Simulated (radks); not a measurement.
Effect of the nuclear size on neutral manganese, [Ar] 3d5 4s2. Calculated with a radial shooting solver on a logarithmic mesh with Libxc functionals: Dirac Kohn-Sham, relativistic LDA (MacDonald-Vosko exchange, VWN5 correlation), spin-unpolarised, spherical densities, finite nucleus; open shells fill j = l - 1/2 first; Fermi nuclear charge, rms radius 3.7057 fm. The rms radius is varied about that value; shifts are against it.

| rms radius (fm) | total energy shift (eV) | density at nucleus (e/bohr^3) | 1s1/2 shift (meV) | 2s1/2 shift (meV) | 3s1/2 shift (meV) |
|---|---|---|---|---|---|
| 3.1943 | -0.0233 | 1.312e+04 | -9.84 | -0.870 | -0.121 |
| 3.4945 | -0.0100 | 1.307e+04 | -4.23 | -0.374 | -0.052 |
| 3.7057 | 0 | 1.304e+04 | 0.000 | 0.000 | 0.000 |
| 4.0577 | 0.0180 | 1.3e+04 | 7.59 | 0.671 | 0.093 |
| 4.1911 | 0.0252 | 1.298e+04 | 10.6 | 0.940 | 0.130 |

Slopes of the eigenvalues against <r^2> in GHz/fm^2, as finite differences over the two radii next to the reference (eigenvalue slopes, not the field-shift constants of lines): 1s1/2 672, 2s1/2 59.4, 3s1/2 8.23.
